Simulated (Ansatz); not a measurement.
Geometry optimisation, Ansatz 0.2.0, RKS PBE/def2-SVP.

input.yaml

```yaml
crystal:
  periodic: [false, false, false]
  atoms:
    - { symbol: B, position_ang: [0.0, 0.0, 0.0] }
    - { symbol: O, position_ang: [0.0, 0.0, 1.76] }
    - { symbol: H, position_ang: [-0.9095, -0.2814, 2.0971] }
    - { symbol: Cl, position_ang: [1.6108, 0.0, -0.93] }
    - { symbol: H, position_ang: [-1.0305, 0.0, -0.595] }
    - { symbol: Br, position_ang: [0.4991, 2.1638, 0.7379] }
    - { symbol: H, position_ang: [0.2518, 1.0916, 1.7348] }
basis:
  gaussian: { orbitals: def2-SVP }
hamiltonian:
  xc: pbe
relax:
  f_tol: 0.15
  max_steps: 25
  restrain:
    - { distance: [0, 5], at: 3.24, k: 30.0 }
    - { distance: [6, 1], at: 2.21, k: 30.0 }
    - { distance: [0, 1], at: 1.41, k: 30.0 }
    - { distance: [6, 5], at: 1.55, k: 30.0 }
```

Command:

```bash
$ ansatz run input.yaml --threads 2 --pin off --max-ram 3072MiB --backend cpu --events-out ev --progress --plain --runs-dir out
```

Task: Where does it end, and by what steps?

Result: The run converged. The restraints hold the end off the free minimum. After 8 steps the energy has fallen by 2.549 eV (the restraints' own energy left out); Br6 moved furthest, 0.76 Å. Parted: B1–Br6 (2.34 → 3.25 Å).

| step | energy less start (eV) | largest force component (eV/Å) | accepted |
| --- | --- | --- | --- |
| 0 | 0.0000 | 4.824 | yes |
| 1 | -0.7869 | 2.739 | yes |
| 2 | -1.4126 | 2.664 | yes |
| 3 | -1.9359 | 1.705 | yes |
| 4 | -2.3846 | 1.267 | yes |
| 5 | -2.5098 | 1.127 | yes |
| 6 | -2.5423 | 1.071 | yes |
| 7 | -2.5414 | 1.157 | yes |
| 8 | -2.5489 | 1.110 | yes |

```xyz
7
Properties=species:S:1:pos:R:3
B -0.032 -0.233 0.084
O -0.015 -0.477 1.449
H -0.916 -0.409 1.819
Cl 1.494 -0.395 -0.775
H -1.051 0.005 -0.529
Br 0.335 2.867 0.981
H 0.608 1.616 1.776
```

Run time: 17 s on 2 threads of Arm Neoverse V1, on a shared host, peak memory 0.14 GiB.
